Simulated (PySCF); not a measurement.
PySCF input file for H2O3S, SMILES O=[SH](=O)O, HF/pcSseg-2. The structure is a stationary point at PBE-D3(BJ)/def2-SVP. One conformer was computed; it need not be the lowest.

```python
import numpy as np
from pyscf import gto, scf, dft
from pyscf.prop.nmr import rhf as nmr

mol = gto.M(
    atom='''
    O    -1.09353422   -0.69376220   -0.74995711
    S    -0.19037208   -0.01143104    0.17169908
    O    -0.02423729    1.44770252    0.22425035
    O     1.31278963   -0.68054889    0.00307644
    H    -0.45064809   -0.48199945    1.45249779
    H     1.93645648    0.07776474   -0.01864035
    ''',
    basis='pcSseg-2',
    charge=0,
    spin=0,
    max_memory=1600,
    verbose=3,
)
mf = scf.RHF(mol).density_fit(auxbasis='def2-universal-jkfit')
mf.conv_tol = 1e-10
mf.max_cycle = 100
mf.kernel()
n = nmr.NMR(mf)
n.verbose = 2
n.max_cycle_cphf = 60
sigma = n.kernel()
print('atom   isotropic/ppm   span/ppm')
for i, s in enumerate(sigma):
    w = np.linalg.eigvalsh((s + s.T) / 2)
    print(f'{mol.atom_symbol(i):2s}{i + 1:3d} {w.mean():14.3f} {w[2] - w[0]:11.3f}')
```

Program output:

```
converged SCF energy = -623.329578821155
atom   isotropic/ppm   span/ppm
O   1        103.885      87.682
S   2        173.636     392.001
O   3        104.523     121.237
O   4        123.990     274.745
H   5         21.726       9.074
H   6         25.983      13.614
```

Self-consistency was reached.
